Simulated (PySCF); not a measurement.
H₃Al, charge -1, doublet, at a GFN2-xTB geometry (such geometries of metal compounds can be far from the true shape) (a state made from the parent by changing its charge; the spin is typed, not shown lowest); CCSD(T)/3-21G (PySCF).

PySCF was given this input:
```python
from pyscf import gto, scf, cc

mol = gto.Mole()
mol.atom = '''
    Al   -0.129721   -0.014469    0.058364
    H     1.191334   -0.376228    1.036755
    H     0.289656    1.517910   -0.497727
    H     0.205379   -0.953579   -1.297764
'''
mol.basis = '3-21g'
mol.charge = -1
mol.spin = 1
mol.verbose = 4
mol.build()

mf = scf.UHF(mol)
mf.kernel()

mycc = cc.CCSD(mf)
mycc.diis_space = 3
mycc.kernel()
et = mycc.ccsd_t()
print('E(CCSD(T)) = %.10f' % (mycc.e_tot + et))
mf.analyze()
```

It wrote (shortened):

```
PySCF version 2.14.0

[INPUT] verbose = 4
[INPUT] num. atoms = 4
[INPUT] num. electrons = 17
[INPUT] charge = -1
[INPUT] spin (= nelec alpha-beta = 2S) = 1
[INPUT] symmetry False subgroup None
[INPUT] Mole.unit = angstrom
[INPUT] Symbol           X                Y                Z      unit          X                Y                Z       unit  Magmom
[INPUT]  1 Al    -0.129721000000  -0.014469000000   0.058364000000 AA   -0.245137162605  -0.027342447296   0.110291975534 Bohr   0.0
[INPUT]  2 H      1.191334000000  -0.376228000000   1.036755000000 AA    2.251294982883  -0.710967880393   1.959183008273 Bohr   0.0
[INPUT]  3 H      0.289656000000   1.517910000000  -0.497727000000 AA    0.547370510337   2.868434181739  -0.940567714801 Bohr   0.0
[INPUT]  4 H      0.205379000000  -0.953579000000  -1.297764000000 AA    0.388110061737  -1.802003148137  -2.452418534320 Bohr   0.0

nuclear repulsion = 12.8716092233542
number of shells = 13
number of NR pGTOs = 36
number of NR cGTOs = 19
basis = 3-21g
ecp = {}

******** <class 'pyscf.scf.uhf.UHF'> ********
method = UHF
initial guess = minao
damping factor = 0
level_shift factor = 0
DIIS = <class 'pyscf.scf.diis.CDIIS'>
diis_start_cycle = 1
diis_space = 8
diis_damp = 0
SCF conv_tol = 1e-09
SCF conv_tol_grad = None
SCF max_cycles = 50
direct_scf = True
direct_scf_tol = 1e-13
number electrons alpha = 9  beta = 8
Set gradient conv threshold to 3.16228e-05
init E= -241.641552803968

cycle= 1 E= -242.249942135558  delta_E= -0.608  |g|= 0.108  |ddm|= 0.995
cycle= 2 E= -242.265027181327  delta_E= -0.0151  |g|= 0.0288  |ddm|= 0.215
cycle= 3 E= -242.266742429199  delta_E= -0.00172  |g|= 0.00859  |ddm|= 0.0786
cycle= 4 E= -242.266961156522  delta_E= -0.000219  |g|= 0.00432  |ddm|= 0.027
cycle= 5 E= -242.267029168188  delta_E= -6.8e-05  |g|= 0.00249  |ddm|= 0.0154
cycle= 6 E= -242.267059558196  delta_E= -3.04e-05  |g|= 0.000461  |ddm|= 0.0173
cycle= 7 E= -242.267060215946  delta_E= -6.58e-07  |g|= 5.46e-05  |ddm|= 0.00314
cycle= 8 E= -242.267060222536  delta_E= -6.59e-09  |g|= 1.35e-05  |ddm|= 0.000274
cycle= 9 E= -242.267060222993  delta_E= -4.57e-10  |g|= 3.2e-06  |ddm|= 6.21e-05
Extra cycle  E= -242.267060223015  delta_E= -2.18e-11  |g|= 1.62e-06  |ddm|= 1.21e-05
converged SCF energy = -242.267060223015  <S^2> = 0.75264847  2S+1 = 2.0026467

******** <class 'pyscf.cc.uccsd.UCCSD'> ********
CC2 = 0
CCSD nocc = (np.int64(9), np.int64(8)), nmo = (19, 19)
max_cycle = 50
direct = 0
conv_tol = 1e-07
conv_tol_normt = 1e-06
diis_space = 3
diis_start_cycle = 0
diis_start_energy_diff = 1e+09
Init t2, MP2 energy = -0.0481697038823385
Init E_corr(UCCSD) = -0.0481697038862363
cycle = 1  E_corr(UCCSD) = -0.0599702363347809  dE = -0.0118005324  norm(t1,t2) = 0.0542406
cycle = 2  E_corr(UCCSD) = -0.0640947814503803  dE = -0.00412454512  norm(t1,t2) = 0.0251298
cycle = 3  E_corr(UCCSD) = -0.0671769665262027  dE = -0.00308218508  norm(t1,t2) = 0.0128222
cycle = 4  E_corr(UCCSD) = -0.0670374210012567  dE = 0.000139545525  norm(t1,t2) = 0.00222
cycle = 5  E_corr(UCCSD) = -0.0670350940217261  dE = 2.32697953e-06  norm(t1,t2) = 0.000770965
cycle = 6  E_corr(UCCSD) = -0.0670545833038208  dE = -1.94892821e-05  norm(t1,t2) = 0.000406013
cycle = 7  E_corr(UCCSD) = -0.067055590997849  dE = -1.00769403e-06  norm(t1,t2) = 9.7021e-05
cycle = 8  E_corr(UCCSD) = -0.0670569283471208  dE = -1.33734927e-06  norm(t1,t2) = 3.28412e-05
cycle = 9  E_corr(UCCSD) = -0.0670573319960827  dE = -4.03648962e-07  norm(t1,t2) = 1.03694e-05
cycle = 10  E_corr(UCCSD) = -0.0670575750053377  dE = -2.43009255e-07  norm(t1,t2) = 3.8594e-06
cycle = 11  E_corr(UCCSD) = -0.0670576004623459  dE = -2.54570082e-08  norm(t1,t2) = 1.36586e-06
cycle = 12  E_corr(UCCSD) = -0.0670576037466651  dE = -3.28431912e-09  norm(t1,t2) = 4.77208e-07
UCCSD converged
E(UCCSD) = -242.3341178267614  E_corr = -0.06705760374666507
UCCSD(T) correction = -0.000957089524633702
E(CCSD(T)) = -242.3350749163
**** SCF Summaries ****
Total Energy =                        -242.267060223014738
Nuclear Repulsion Energy =              12.871609223354225
One-electron Energy =                 -366.515850770214456
Two-electron Energy =                  111.377181323845477
Two-electron Coulomb Energy =          130.680770327796552
DFT Exchange-Correlation Energy =      -19.303589003951075
**** MO energy ****
                             alpha | beta                alpha | beta
MO #1   energy= -57.8096880526575  | -57.8060713648608  occ= 1 | 1
MO #2   energy= -4.62006480434732  | -4.613427379413    occ= 1 | 1
MO #3   energy= -2.92653551871087  | -2.91880525968036  occ= 1 | 1
MO #4   energy= -2.92181131311572  | -2.91880525518069  occ= 1 | 1
MO #5   energy= -2.92181130974086  | -2.9140751518058   occ= 1 | 1
MO #6   energy= -0.345013829769375 | -0.312149525451023 occ= 1 | 1
MO #7   energy= -0.17201565990115  | -0.164751154635868 occ= 1 | 1
MO #8   energy= -0.172015460863057 | -0.164750981268794 occ= 1 | 1
MO #9   energy= -0.0596931302433885 | 0.242003797459743  occ= 1 | 0
MO #10  energy= 0.332730738507849  | 0.358266462370047  occ= 0 | 0
MO #11  energy= 0.332730812650321  | 0.358266541829134  occ= 0 | 0
MO #12  energy= 0.466643278023049  | 0.481810586650529  occ= 0 | 0
MO #13  energy= 0.488037119685471  | 0.529624851889011  occ= 0 | 0
MO #14  energy= 0.589462692547739  | 0.610867009831372  occ= 0 | 0
MO #15  energy= 0.58946275440085   | 0.610867088505179  occ= 0 | 0
MO #16  energy= 0.620695751384136  | 0.650881178687048  occ= 0 | 0
MO #17  energy= 1.58956532673442   | 1.59232618948551   occ= 0 | 0

To work with the spin densities directly, `use mulliken_meta_spin()` only printing them here.

 ** Mulliken spin pop alpha/beta on meta-lowdin orthogonal AOs **
 ** Mulliken Spin Density (per AO)  **
spin_pop of  0 Al 1s        0.00000
spin_pop of  0 Al 2s        0.00013
spin_pop of  0 Al 3s        0.22768
spin_pop of  0 Al 4s        0.00830
spin_pop of  0 Al 2px       0.00001
spin_pop of  0 Al 2py      -0.00001
spin_pop of  0 Al 2pz      -0.00001
spin_pop of  0 Al 3px       0.60723
spin_pop of  0 Al 3py       0.03435
spin_pop of  0 Al 3pz       0.14457
spin_pop of  0 Al 4px       0.00674
spin_pop of  0 Al 4py       0.00007
spin_pop of  0 Al 4pz       0.00136
spin_pop of  1 H 1s       -0.00970
spin_pop of  1 H 2s       -0.00044
spin_pop of  2 H 1s       -0.00970
spin_pop of  2 H 2s       -0.00044
spin_pop of  3 H 1s       -0.00970
spin_pop of  3 H 2s       -0.00044
 ** Mulliken Spin Density (per atom)  **
spin density of  0 Al =      1.03042
spin density of  1 H =     -0.01014
spin density of  2 H =     -0.01014
spin density of  3 H =     -0.01014
 ** Mulliken pop alpha/beta on meta-lowdin orthogonal AOs **
 ** Mulliken pop       alpha | beta **
pop of  0 Al 1s        1.00000 | 1.00000
pop of  0 Al 2s        0.99999 | 0.99987
pop of  0 Al 3s        0.66773 | 0.44005
pop of  0 Al 4s        0.00838 | 0.00008
pop of  0 Al 2px       0.99994 | 0.99994
pop of  0 Al 2py       0.99992 | 0.99993
pop of  0 Al 2pz       0.99992 | 0.99993
pop of  0 Al 3px       0.69973 | 0.09249
pop of  0 Al 3py       0.37564 | 0.34128
pop of  0 Al 3pz       0.43799 | 0.29342
pop of  0 Al 4px       0.00737 | 0.00062
pop of  0 Al 4py       0.00023 | 0.00015
pop of  0 Al 4pz       0.00160 | 0.00024
pop of  1 H 1s        0.59910 | 0.60880
pop of  1 H 2s        0.00142 | 0.00186
pop of  2 H 1s        0.59910 | 0.60880
pop of  2 H 2s        0.00142 | 0.00186
pop of  3 H 1s        0.59910 | 0.60880
pop of  3 H 2s        0.00142 | 0.00186
In total             9.00000 | 8.00000
 ** Mulliken atomic charges   ( Nelec_alpha | Nelec_beta ) **
charge of  0Al =     -0.36645  (     7.19843      6.16802 )
charge of  1H =     -0.21118  (     0.60052      0.61066 )
charge of  2H =     -0.21118  (     0.60052      0.61066 )
charge of  3H =     -0.21118  (     0.60052      0.61066 )

WARN: System has nonzero charge -1; the dipole moment is origin-dependent.
Location of origin: [0. 0. 0.]

Dipole moment(X, Y, Z, Debye): -1.67044, -0.18632,  0.75157
```
